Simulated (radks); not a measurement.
Values are calculated unless marked as measured or tabulated.
Sm IV, configuration [Kr] 4d10 4f5 5s2 5p5.75 5f0.25 (fractional occupations, a model configuration). Code: a radial shooting solver on a logarithmic mesh with Libxc functionals. Model: scalar-relativistic Kohn-Sham, SCAN, spin-polarised, spherical densities, finite nucleus; open shells are filled with parallel spins first (spin-orbit coupling, left out, can overturn this in heavy ions); meta-GGA in the generalised Kohn-Sham scheme; Fermi nuclear charge, rms radius 5.0819 fm.

Radial electron density D(r) = 4 pi r^2 rho(r):

r (bohr),D(r) (e/bohr),spin D(r)
0.002851,18.64,0.000152
0.003895,28.54,0.000238
0.005321,41.70,0.000364
0.007269,57.15,0.000554
0.00993,71.95,0.000867
0.01357,81.24,0.00147
0.01853,81.15,0.00273
0.02552,74.43,0.00526
0.03487,74.31,0.00879
0.04764,90.50,0.0104
0.06508,108.2,0.00403
0.08891,100.3,-0.00531
0.1215,81.71,0.0342
0.1659,90.21,0.256
0.2285,89.34,0.950
0.3122,50.34,2.45
0.4265,39.20,4.56
0.5827,44.34,5.74
0.796,25.92,4.92
1.087,12.86,3.26
1.486,8.310,1.47
2.046,3.205,0.355
2.795,0.5387,0.0739
3.818,0.08447,0.0611
5.217,0.05444,0.0542
7.127,0.01999,0.0200
9.736,0.001988,0.00199

D(r) has 4 maxima, at r = 0.0158, 0.0699, 0.196, 0.542 bohr, and minima at 0.0302, 0.129, 0.391 bohr, inside which lie 1.94, 11.18, 29.21 electrons.
